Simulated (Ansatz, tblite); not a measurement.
Removing and adding an electron: (BeSe)6 prism (Be6Se6). Charge 0, multiplicity 1. Geometry: r2SCAN-D4/def2-SVP. Ansatz, gas phase; energy differences of separate SCF runs; the oxidised species was run as a doublet alone; the reduced species was run as a doublet alone.

Cartesian coordinates in Å:
```
Be -1.7783 -0.6883 0.5132
Se -0.5261 -2.3238 1.2085
Be 1.2874 -1.1515 0.9573
Se 1.9175 0.7999 1.6791
Be 0.1385 1.7634 0.8830
Se -1.9910 1.3904 1.1129
Be -1.2873 1.1514 -0.9573
Se -1.9174 -0.8000 -1.6791
Be -0.1385 -1.7634 -0.8830
Se 1.9910 -1.3904 -1.1129
Be 1.7783 0.6883 -0.5132
Se 0.5261 2.3238 -1.2085
```

The xTB rows come from tblite.

Problem. Estimate orbital energies and vertical ionisation energies and electron affinities at: GFN1-xTB; GFN2-xTB; PBE-D4/def2-SVP; PBE0-D4/def2-SVP.

Solution. 
| level | −HOMO (eV) | vertical IE (eV) | −LUMO (eV) | vertical EA (eV) | HOMO–LUMO gap (eV) | IE − EA (eV) | remarks |
| --- | --- | --- | --- | --- | --- | --- | --- |
| GFN1-xTB | 9.11 | 11.40 | 7.06 | 4.69 | 2.05 | 6.71 | – |
| GFN2-xTB | 13.01 | 14.58 | 9.75 | 7.93 | 3.26 | 6.65 | – |
| PBE-D4/def2-SVP | 6.26 | – | 3.66 | 1.84 | 2.60 | – | HOMO above zero (-1 doublet) |
| PBE0-D4/def2-SVP | 7.34 | 8.83 | 3.05 | 1.77 | 4.29 | 7.06 | – |

Run but left out: PBE-D4/def2-SVP (charge +1 doublet: an occupied level 0.12 eV above an empty one).   A HOMO above zero means that the electron is unbound at that level or that self-interaction error raises the level; the energy of removing that electron tells which. Raw xTB energy differences between charge states are shifted by several eV; the methods need an empirical correction for them. Sets without diffuse functions give affinities that are too small.
